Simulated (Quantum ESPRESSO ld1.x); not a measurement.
Species: Zn XIX. Configuration: [Ne] 3s2 (the NIST ground configuration). All-electron calculation, scalar-relativistic Kohn-Sham, PBEsol, spin-unpolarised, spherical densities, point nucleus. Program: ld1.x of Quantum ESPRESSO 7.5.

Normalised radial functions P(r) = r R(r), r in bohr:

```
   r/bohr * 2s, o 3s, + 3p (the largest magnitude, 2.16, reaches the edge; | marks zero, & curves that meet)
 0.002127                             +o *
 0.003048                             + o *
 0.004404                             + o  *
 0.006313                             +  o   *
 0.009048                             +   o    *
  0.01297                             |+   o     *
  0.01859                             |+    o      *
  0.02664                             | +   o       *
   0.0385                             |   +o      *
  0.05518                             | o   *+
  0.07909                        * o  |        +
   0.1134           *        o        |          +
   0.1625  *               o          |        +
   0.2348   *                    o    |+
   0.3365             *    +          |        o
   0.4823          +             *    |                  o
   0.6913              +             *|               o
   0.9908                       +     *     o
    1.432                            +*o
    2.052                             &
    2.941                             &
```

2s: eigenvalue -1835.3 eV, 1 radial node at r = 0.0675 bohr, <r> = 0.223 bohr, 90 % of the charge inside 0.344 bohr. 3s: eigenvalue -679.22 eV, 2 radial nodes at r = 0.0649, 0.269 bohr, <r> = 0.563 bohr, 90 % of the charge inside 0.817 bohr. 3p (empty): eigenvalue -633.24 eV, 1 radial node at r = 0.240 bohr, <r> = 0.552 bohr, 90 % of the charge inside 0.816 bohr.
